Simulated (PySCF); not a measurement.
**Electron correlation in Tc⁺ (technetium, charge +1)**

[Kr] 4d4 5s1 5p1, one real determinant (an excited configuration). Calculation: PySCF 2.14, in ANO-RCC-VTZP; scalar relativity by spin-free X2C-1e. Frozen: [Ar] 3d10; 14 electrons correlated.

| level | correlation energy (mhartree) |
| --- | --- |
| CCSD | -367.20 |
| (T) | -8.82 |
| CCSD(T) | -376.02 |

Diagnostics: T1 = 0.012, D1 = 0.0602, largest double amplitude 0.030.

The real determinant used has ⟨L²⟩ near 8 against 12 for a pure F term, so it mixes terms.

Cost of the coupled-cluster step: of the order of 12 core-seconds, for 14 correlated electrons.

The basis was made for the ground configuration and has no added diffuse functions, which can raise the energy of the promoted electron.

The reference is one real determinant that mixes LS terms of this configuration.
